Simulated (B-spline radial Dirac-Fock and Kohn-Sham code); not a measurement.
# Elastic and transport cross sections of ytterbium for electrons

Calculated with a radial B-spline solver, using relativistic (Dirac) partial waves in the static field of the Dirac-Fock atom with Furness-McCarthy exchange, without polarisation or absorption potentials. σ_tr1 and σ_tr2 weight the cross section with 1 − P₁ and 1 − P₂ of cos θ; "backward" is the share scattered beyond 90°.

| energy (eV) | σ (a₀²) | σ_tr1 (a₀²) | σ_tr2 (a₀²) | σ/σ_tr1 | backward (%) |
| --- | --- | --- | --- | --- | --- |
| 7480 | 3.45 | 0.211 | 0.323 | 16.3 | 1.9 |
| 8070 | 3.30 | 0.189 | 0.296 | 17.4 | 1.8 |
| 8470 | 3.21 | 0.177 | 0.279 | 18.2 | 1.7 |
| 8510 | 3.20 | 0.176 | 0.278 | 18.2 | 1.7 |
| 9630 | ? | ? | ? | ? | ? |
| 10000 | 2.92 | 0.139 | 0.229 | 21.0 | 1.4 |
| 13100 | 2.49 | 0.0937 | 0.164 | 26.6 | 1.0 |
| 13500 | 2.45 | 0.0896 | 0.158 | 27.3 | 0.99 |
| 19200 | 1.98 | 0.0530 | 0.0998 | 37.3 | 0.64 |
| 20000 | 1.93 | 0.0498 | 0.0945 | 38.7 | 0.61 |
| 20800 | 1.88 | 0.0469 | 0.0896 | 40.1 | 0.58 |

Task: Fill in the row for 9.63 keV.

Result: σ = 2.98 a₀², σ_tr1 = 0.147 a₀², σ_tr2 = 0.240 a₀², σ/σ_tr1 = 20.3, backward 1.5 %. The ratio σ/σ_tr1 is roughly the number of elastic collisions that randomise the direction.
